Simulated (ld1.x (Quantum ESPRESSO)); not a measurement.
Wu–Cohen RRKJ dataset for Al (Z = 13), scalar-relativistic all-electron reference.

aluminium (Al), norm-conserving RRKJ (Kleinman–Bylander form), made with ld1.x (Quantum ESPRESSO) 7.5 (Wu–Cohen, scalar-relativistic). Core [Ne], reference 3s2 3p1. Waves: 3p (bound): rc 2.95 bohr; 3d channel at 0.5 Ry: rc 2.45 bohr; 3s (bound): rc 1.95 bohr. Local part: the s channel. Core correction: a·sin(br)/r model core inside 2.00 bohr.

All-electron outer shells of the reference configuration (Wu–Cohen, scalar-relativistic, ld1.x):

```csv
shell,level (eV),outermost node (bohr),outermost maximum (bohr)
2s,-107.94,0.16,0.50
2p,-69.65,–,0.43
3s,-7.72,0.80,2.09
3p,-2.68,0.82,2.64
```

(1) Estimate the cutoffs (Ry, on a coarse ladder) from which the occupation-weighted sum of valence levels, in a spherical-Bessel basis at the reference potential, stays within 10 and 1 mRy of its value at 400 Ry.

(2) Does the potential have ghost states?

(3) Which valence shell sets the plane-wave cutoff?

(4) Tests: 3s2 3p0; 3s1 3p0; 3s2 3p0.5; 3s2 3p1.3; 3s1 3p1; 3s1 3p2; 3s0 3p3. Which has the largest error in its energy relative to the reference configuration, and how large is it?

Results:

(1) 10 Ry and 30 Ry.

(2) No extra level below or beside the all-electron valence levels (p, d, s, f tested).

(3) 3s: its level needs 25 Ry to come within 1 mRy, against 6 Ry for 3p.

(4) 3s0 3p3, with -14 meV (all-electron minus pseudo) on +10.41 eV.
